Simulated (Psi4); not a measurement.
C$_{2}$H$_{5}$S (SMILES C[CH]S), doublet, geometry from GFN2-xTB; CCSD(T)/3-21G run with Psi4 1.11.

Input for Psi4:
```
memory 2 GB

molecule mol {
0 2
C     1.532999    0.714509   -0.079825
C     0.060960    0.703789   -0.227148
S    -0.805172   -0.736694    0.183518
H    -2.028457   -0.249353   -0.032406
H    -0.412016    1.361714   -0.934643
H     1.879380    1.727720    0.127027
H     1.836955    0.060930    0.735667
H     2.043143    0.376296   -0.990087
}

set {
  basis 3-21g
  reference uhf
  puream true
}

energy('ccsd(t)')
print_variables()
```

It wrote (shortened):

```
   => Loading Basis Set <=

    Name: 3-21G
    Role: ORBITAL
    Keyword: BASIS

         ---------------------------------------------------------
                                   SCF
               by Justin Turney, Rob Parrish, Andy Simmonett
                          and Daniel G. A. Smith
                              UHF Reference
         ---------------------------------------------------------

  ==> Geometry <==

    Molecular point group: c1
    Full point group: C1

    Geometry (in Angstrom), charge = 0, multiplicity = 2:

       Center              X                  Y                   Z               Mass
    ------------   -----------------  -----------------  -----------------  -----------------
         C            1.586604442394     0.767468213438    -0.097539265230    12.000000000000
         C            0.114565442394     0.756748213438    -0.244862265230    12.000000000000
         S           -0.751566557606    -0.683734786562     0.165803734770    31.972071174400
         H           -1.974851557606    -0.196393786562    -0.050120265230     1.007825032230
         H           -0.358410557606     1.414673213438    -0.952357265230     1.007825032230
         H            1.932985442394     1.780679213438     0.109312734770     1.007825032230
         H            1.890560442394     0.113889213438     0.717952734770     1.007825032230
         H            2.096748442394     0.429255213438    -1.007801265230     1.007825032230

  Running in c1 symmetry.

  Rotational constants: A =      1.31017  B =      0.18397  C =      0.16672 [cm^-1]
  Rotational constants: A =  39277.81252  B =   5515.28791  C =   4998.28559 [MHz]
  Nuclear repulsion =  100.277671595838413

  Charge       = 0
  Multiplicity = 2
  Electrons    = 33
  Nalpha       = 17
  Nbeta        = 16

  ==> Algorithm <==

  SCF Algorithm Type is PK.
  DIIS enabled.
  MOM disabled.
  Fractional occupation disabled.
  Guess Type is SAD.
  Energy threshold   = 1.00e-08
  Density threshold  = 1.00e-08
  Integral threshold = 1.00e-12

  ==> Primary Basis <==

  Basis Set: 3-21G
    Blend: 3-21G
    Number of shells: 27
    Number of basis functions: 41
    Number of Cartesian functions: 41
    Spherical Harmonics?: true
    Max angular momentum: 1

  ==> Integral Setup <==

  Using in-core PK algorithm.
   Calculation information:
      Number of atoms:                   8
      Number of AO shells:              27
      Number of primitives:             48
      Number of atomic orbitals:        41
      Number of basis functions:        41

      Integral cutoff                 1.00e-12
      Number of threads:                 1

  Performing in-core PK
  Using 742182 doubles for integral storage.
  We computed 65888 shell quartets total.
  Whereas there are 71631 unique shell quartets.

  ==> DiskJK: Disk-Based J/K Matrices <==

    J tasked:                  Yes
    K tasked:                  Yes
    wK tasked:                  No
    Schwarz Cutoff:          1E-12

  Minimum eigenvalue in the overlap matrix is 1.8468138684E-02.
  Reciprocal condition number of the overlap matrix is 4.3322555871E-03.
    Using symmetric orthogonalization.

  ==> Pre-Iterations <==

  SCF Guess: Superposition of Atomic Densities via on-the-fly atomic UHF (no occupation information).

   -------------------------
    Irrep   Nso     Nmo
   -------------------------
     A         41      41
   -------------------------
    Total      41      41
   -------------------------

  ==> Iterations <==

                        Total Energy        Delta E     RMS |[F,P]|

   @UHF iter SAD:  -473.20948930611280   -4.73209e+02   0.00000e+00
   @UHF iter   1:  -473.64937785501490   -4.39889e-01   6.37880e-03 DIIS/ADIIS
   @UHF iter   2:  -473.70306065962438   -5.36828e-02   2.41802e-03 DIIS/ADIIS
   @UHF iter   3:  -473.71054700715456   -7.48635e-03   8.33587e-04 DIIS/ADIIS
   @UHF iter   4:  -473.71290699575741   -2.35999e-03   3.84136e-04 DIIS/ADIIS
[...]
  @UHF Final Energy:  -473.71364861225373
    Total Energy =                       -473.7136486122537349
[...]
             15   1         0.0169820031
             15  16         0.0113882761
             14   2         0.0108424250
             14   0         0.0091733554
             11   5        -0.0079919811
             15   5        -0.0076545604
             14  18         0.0065528193
             11  14         0.0064172109

    Largest TIJAB Amplitudes:
     12  11  11   4        -0.0076800179
     12   9   6   1         0.0072402340
     16  12  11   6         0.0069484419
     14  12  11   6        -0.0067336395
     16  15  10   9         0.0065217335
     15  14  10   8        -0.0063695553
     16  13   9   8        -0.0062626687
     16  12  12   6        -0.0062089016
     15  14  10   9        -0.0059112786
     15  13  10   9         0.0055628812

    Largest Tijab Amplitudes:
     15  14   2   0        -0.0197944048
     15  14  11  10         0.0118383527
     15  14  11   0         0.0113902432
     15  13   2   0         0.0110810227
     12  11   7   0        -0.0106834297
     12  11  12   5        -0.0104456732
     15  12   2   0         0.0099735807
     15  10   2   0         0.0094550782
     13  11   7   0        -0.0093236035
     15  14   1   0        -0.0087209595

    Largest TIjAb Amplitudes:
     11  11   4   5        -0.0346208384
     13  13   0   1        -0.0309476892
     14  14   0   1        -0.0241078032
     12  12   6   7        -0.0239367868
     13  10   0   1        -0.0234124995
     15  14   0   1        -0.0224593445
     10  13   0   1        -0.0223445599
     10  10   0   1        -0.0211058258
     16  15   9  10        -0.0197460977
     14  14   1   2         0.0190899487

    SCF energy       (wfn)                    = -473.713648612253735
    Reference energy (file100)                = -473.713648612254303

    Opposite-spin MP2 correlation energy      =   -0.180971645866016
    Same-spin MP2 correlation energy          =   -0.047967885910124
    Singles MP2 correlation energy            =   -0.000000000000000
    MP2 correlation energy                    =   -0.228939531776140
      * MP2 total energy                      = -473.942588144030424

    Opposite-spin CCSD correlation energy     =   -0.220594348067398
    Same-spin CCSD correlation energy         =   -0.044783417871347
    Singles CCSD correlation energy           =    0.000000000000000
    CCSD correlation energy                   =   -0.265377765938745
      * CCSD total energy                     = -473.979026378193055

            **************************
            *                        *
            *        CCTRIPLES       *
            *                        *
            **************************

    Wave function   =    CCSD_T
    Reference wfn   =      UHF

    Nuclear Rep. energy (wfn)                =  100.277671595838413
    SCF energy          (wfn)                = -473.713648612253735
    Reference energy    (file100)            = -473.713648612254303
    CCSD energy         (file100)            =   -0.265377765938745
    Total CCSD energy   (file100)            = -473.979026378193055

    Number of ijk index combinations:
    Spin Case AAA:                                 680
    Spin Case BBB:                                 560
    Spin Case AAB:                                2176
    Spin Case ABB:                                2040
    AAA (T) energy                             =   -0.000096020600856
    BBB (T) energy                             =   -0.000118357449253
    AAB (T) energy                             =   -0.002773375660556
    ABB (T) energy                             =   -0.002668469288823
    (T) energy                                   =   -0.005656222999488
      * CCSD(T) total energy                     = -473.984682601192560

  Variable Map:
  ----------------------------------------------------------------------------
[...]
  Array Variable Map:
  ----------------------------------------------------------------------------
[...]
[...]
```
